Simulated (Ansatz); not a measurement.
CH₂Cl, doublet, at a GFN2-xTB geometry. Base run: CCSD(T)/cc-pVDZ (Ansatz, a program for electronic structure).

The Ansatz input:
Ansatz 0.2 input:
```yaml
crystal:
  periodic: [false, false, false]
  atoms:
    - {symbol: C, position_ang: [0.00128034, -0.21316871, -1.07804677]}
    - {symbol: Cl, position_ang: [-0.00067229, 0.11193254, 0.56607046]}
    - {symbol: H, position_ang: [0.94272613, -0.30818573, -1.57707968]}
    - {symbol: H, position_ang: [-0.93897920, -0.31565514, -1.57783752]}
basis:
  gaussian:
    orbitals: cc-pVDZ
magnetization: {spin_polarized: true, initial_magnetization: 1}
correlation: {method: ccsd_t}
```

The base run was repeated with changes; each row names its change, and settings that it needs were set with it.

```tsv
change	ΔE vs base (mEh)	MP2 correlation (Eh)	CC correlation without the perturbative part (Eh)	basis functions
base	0.000	-0.25476	-0.28399	42
electrons = all	…	…	…	42
diis_vectors = 2	0.000	-0.25476	-0.28399	42
fitting = cc-pVTZ-JKFIT (mean field), cc-pVTZ-RIFIT (correlation)	0.045	-0.25474	-0.28398	42
electrons = outside_noble_gas	0.000	-0.25476	-0.28399	42
accuracy = high	-0.002	-0.25477	-0.28399	42
method = rpa	…	-	-	42
method = bccd	6.852	-0.25476	-0.28361	42
method = ccsd	6.477	-0.25476	-0.28399	42
method = mp2	…	-0.25476	-	42
```

Q: What belongs in the gaps?

A: 
- electrons = all, ΔE vs base (mEh): -7.793
- electrons = all, MP2 correlation (Eh): -0.26333
- electrons = all, CC correlation without the perturbative part (Eh): -0.29155
- method = rpa, ΔE vs base (mEh): -11.971
- method = mp2, ΔE vs base (mEh): 35.701
